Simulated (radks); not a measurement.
Charge is removed step by step from the 3d up level of Mn2+, starting from [Ar] 3d(up 5, down 0). All-electron calculation, scalar-relativistic Kohn-Sham, PBE, spin-polarised, spherical densities, finite nucleus; Fermi nuclear charge, rms radius 3.7057 fm. Program: a radial shooting solver on a logarithmic mesh with Libxc functionals. At the starting occupation the eigenvalue is -25.875 eV. Estimate the energy to remove one whole electron from this level, the eigenvalue at the end, and how far E(n) bends from a straight line.

Answer. Delta-SCF 34.136 eV; final eigenvalue -42.845 eV; the deviation from the straight line is -2.123 eV at 0.5 electron removed, the largest on the grid computed. Slater's transition state (half an electron removed) gives 34.025 eV. Integrating minus the eigenvalue over the occupation (Janak's theorem) gives 34.137 eV. In this scalar-relativistic scheme the density is built from large components alone, so the theorem holds only approximately. The mean slope of the eigenvalue, de/dn, is 17.0 eV per electron. Ionisation energy of Mn2+ in the NIST Atomic Spectra Database: 33.67 eV (measured).
